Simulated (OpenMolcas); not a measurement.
# Se³⁺: effect of the basis set

| Property | Result |
| --- | --- |
| Program | OpenMolcas 26.06 |
| Method | SS-RASPT2, IPEA 0.25 Eh, imaginary shift 0.1 Eh (closed shells correlated: 3d 4s) |
| Active space | 1 electron in 9 orbitals (RAS2 4p; RAS3 4d 5s, at most 1 electron) |
| State averaging | 2S+1 = 2 odd, 3 roots; 2S+1 = 2 even, 6 roots |
| Spin-orbit coupling | RASSI with atomic mean-field integrals over the reference wave functions, term energies averaged over their components |

A. ANO-RCC-VQZP [7s6p4d2f1g], DKH2, point nucleus; CASPT2 step roughly 2.6 core-seconds
B. ANO-R3 [7s6p5d4f2g], X2C, finite nucleus; CASPT2 step of the order of 9 core-seconds
C. ANO-RCC [9s8p6d4f2g], DKH2, point nucleus; CASPT2 step about 7 core-seconds

Energies in cm⁻¹ above 4s² 4p ²P°_1/2, the measured ground level; measured values from Moore, Atomic Energy Levels, vol. II, NSRDS-NBS 35 (1971 reprint of NBS Circular 467, 1952).

```json
{"Level": "4s² 4p ²P°_1/2", "A": "0.0", "B": "0.0", "C": "0.0", "Measured": "0.0"}
{"Level": "4s² 4p ²P°_3/2", "A": "3910", "B": "3925", "C": "3973", "Measured": "4376"}
{"Level": "4s² 4d ²D_3/2", "A": "143068", "B": "146511", "C": "143441", "Measured": "153217"}
{"Level": "4s² 4d ²D_5/2", "A": "143345", "B": "146871", "C": "143729", "Measured": "153606"}
{"Level": "4s² 5s ²S_1/2", "A": "157829", "B": "160474", "C": "157161", "Measured": "157241"}
```

Deviations, from unrounded energies. A percentage is the sum of absolute deviations over the sum of measured energies, with the sign that they share, or ± where signs differ.

```csv
Against measurement,Levels,A,B,C
mean absolute deviation (cm-1),4,5400,4300,5000
fine structure of the ground term (%),1,-10.6,-10.3,-9.2
other configurations (%),3,±4.5,±3.6,-4.3
```

B lies closest to measurement on these levels and A furthest from it. The largest miss of B in the table is 4s² 4d ²D_5/2, by -6700 cm-1. The ranking rests on the paired levels alone, and a cruder setting can come out closer through cancelling errors.

Among A to C the level of the table that moves most is 4s² 4d ²D_5/2, by 3500 cm-1 (lowest in A, highest in B).

ANO sets are built for valence states and can reach diffuse excited orbitals poorly, and with the s shell closed the s pⁿ⁺¹ terms that mix with these levels are absent. With one active electron, CASPT2 adds the correlation within the correlated inactive shells and between them and that electron, and leaves the splitting within a term as the reference gives it. Measured partners are found by configuration, term and J. A level has none where our copy of the source lacks it or the pairing is in doubt (some pairs that miss far off the trend of their configuration count as doubtful), and it then counts in no deviation. Levels of configurations outside the active space are missing.

° marks odd parity.
